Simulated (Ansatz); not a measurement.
`CS[SiH2]CF` + silanol → `FC[SiH2]O[SiH3]` + CH₃SH  (ligand exchange at the Si–S bond)

Computed with Ansatz on PBE0-D4/def2-TZVP structures; ΔE is electronic, products minus reactants. CBS: MP2 limit from def2 TZ/QZ plus the TZ coupled-cluster correction, frozen cores. This one scheme is used for every species. Each species was taken in one conformer, which may not be the lowest.

```
         level  ΔE (kJ/mol)
 HF/def2-TZVPP        -74.6
CCSD/CBS(def2)        -54.7
```

(1) What does CCSD(T)/CBS give? (An estimate is asked.)

Largest T1 diagnostic among the species: 0.011.

## Answers

(1) Ansatz gave: -50.2 kJ/mol. The listed levels differ from it by -24.4, -4.5 kJ/mol.

In def2-TZVPP, CCSD(T) changes the Hartree–Fock value by +21.6 kJ/mol (the triples alone add +4.5 kJ/mol) and MP2 by +25.2 kJ/mol. From PBE to PBE0 (25 % exact exchange), in def2-TZVPP and without D4, ΔE moves by −5.7 kJ/mol.

CCSD(T)/CBS has its own doubt, a few kJ/mol and more with outer-core shells, so smaller differences from it don't rank the levels.
